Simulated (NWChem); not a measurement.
System: C₃H₇BeCl; SMILES C[CH](C)[Be][Cl]

NWChem input:

```
start job
memory heap 200 mb stack 900 mb global 1100 mb
geometry units angstroms
  Be    -0.253976     0.297959     0.204741
  Cl    -0.460304     1.543130     1.425259
  C     -0.060364    -0.949625    -1.015144
  C      0.308269    -2.332409    -0.432062
  C      0.970551    -0.605169    -2.100867
  H     -0.997027    -1.119895    -1.563196
  H      0.374147    -3.071319    -1.232044
  H      1.270465    -2.300974     0.072958
  H     -0.437988    -2.672415     0.281575
  H      0.709235     0.319559    -2.609173
  H      1.014584    -1.401052    -2.845803
  H      1.965022    -0.489561    -1.677171
end
basis spherical
  * library def2-svp
end
dft
  xc pbe0
  iterations 150
end
driver
  maxiter 120
end
task dft optimize
task dft freq
```

The level has its own optimisation; frequencies are unscaled. Brackets give each atom's bonded neighbours.

Q: What results follow from this input? (PBE0/def2-SVP.) Quantities: r Be–Cl (Å); r Be–C (Å); r C–C (Å); r C–H [C(BeCCH)–H(C)] (Å); highest harmonic frequency (cm⁻¹); lowest (cm⁻¹); zero-point energy (kcal/mol); dipole (D).

A: 
```yaml
r Be–Cl (Å): 1.821
r Be–C (Å): 1.685
r C–C (Å): 1.534
r C–H [C(BeCCH)–H(C)] (Å): 1.111
highest harmonic frequency (cm⁻¹): 3129
lowest (cm⁻¹): 88
zero-point energy (kcal/mol): 60.2
dipole (D): 1.16
```
